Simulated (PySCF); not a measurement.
Species: SiH2Me(OAc), `O=C(O[SiH2]C)C`. The columns A, B, C and D hold Mulliken, IAO, Hirshfeld and ESP-fitted charges (e) of one PBE0/pcSseg-1 density (PySCF), in a shuffled order. Coordinates in Å (PBE0-D3(BJ)/def2-SVP); the density's dipole moment is (-1.79, 0.93, -1.27) D.

```json
{"atom": "Si1", "x": "0.638", "y": "1.131", "z": "0.443", "A": "+0.785", "B": "+0.980", "C": "+0.829", "D": "+0.403"}
{"atom": "H2", "x": "0.600", "y": "1.150", "z": "1.931", "A": "-0.088", "B": "-0.131", "C": "-0.150", "D": "-0.077"}
{"atom": "H3", "x": "2.040", "y": "1.110", "z": "-0.056", "A": "-0.087", "B": "-0.130", "C": "-0.149", "D": "-0.077"}
{"atom": "C4", "x": "-0.324", "y": "2.550", "z": "-0.286", "A": "-0.644", "B": "-0.731", "C": "-0.729", "D": "-0.212"}
{"atom": "H5", "x": "0.112", "y": "3.511", "z": "0.029", "A": "+0.147", "B": "+0.159", "C": "+0.173", "D": "+0.049"}
{"atom": "H6", "x": "-1.373", "y": "2.526", "z": "0.046", "A": "+0.151", "B": "+0.161", "C": "+0.188", "D": "+0.049"}
{"atom": "H7", "x": "-0.309", "y": "2.511", "z": "-1.386", "A": "+0.151", "B": "+0.161", "C": "+0.187", "D": "+0.049"}
{"atom": "O8", "x": "-0.189", "y": "-0.269", "z": "-0.126", "A": "-0.596", "B": "-0.589", "C": "-0.538", "D": "-0.199"}
{"atom": "C9", "x": "0.284", "y": "-1.469", "z": "0.231", "A": "+0.402", "B": "+0.535", "C": "+0.873", "D": "+0.218"}
{"atom": "C10", "x": "-0.530", "y": "-2.600", "z": "-0.321", "A": "-0.250", "B": "-0.465", "C": "-0.641", "D": "-0.119"}
{"atom": "O11", "x": "1.262", "y": "-1.589", "z": "0.925", "A": "-0.409", "B": "-0.457", "C": "-0.581", "D": "-0.256"}
{"atom": "H12", "x": "-0.089", "y": "-3.558", "z": "-0.024", "A": "+0.144", "B": "+0.167", "C": "+0.178", "D": "+0.056"}
{"atom": "H13", "x": "-0.577", "y": "-2.523", "z": "-1.417", "A": "+0.146", "B": "+0.169", "C": "+0.180", "D": "+0.058"}
{"atom": "H14", "x": "-1.562", "y": "-2.526", "z": "0.052", "A": "+0.147", "B": "+0.170", "C": "+0.180", "D": "+0.058"}
```

Task: Which column most likely holds the ESP-fitted charges?

Result: C. Σ q r misses the density's dipole by 0.04 D (C), 0.85 D (D), 1.15 D (B), 1.43 D (A). Charges fitted to the outside potential are the only set here that is tied to the molecule's multipoles.

Task: And the Hirshfeld charges?

Result: D. The mean sizes are 0.134 e (D), 0.296 e (A), 0.357 e (B), 0.398 e (C), and Hirshfeld charges are commonly the smallest of these schemes.

As computed, A = Mulliken, B = IAO, C = ESP-fitted, D = Hirshfeld. Hydrogens on carbon: Mulliken +0.14 to +0.15, IAO +0.16 to +0.17, ESP-fitted +0.17 to +0.19, Hirshfeld +0.05 to +0.06 e.

The ESP scheme is a least-squares fit of atom-centred charges to the potential on four shells outside the van der Waals surface, with the total charge fixed. The Hirshfeld scheme divides the density at each point in proportion to the densities of the neutral, spherically averaged free atoms.

Isolated species at its PBE0-D3(BJ)/def2-SVP geometry (one conformer only).
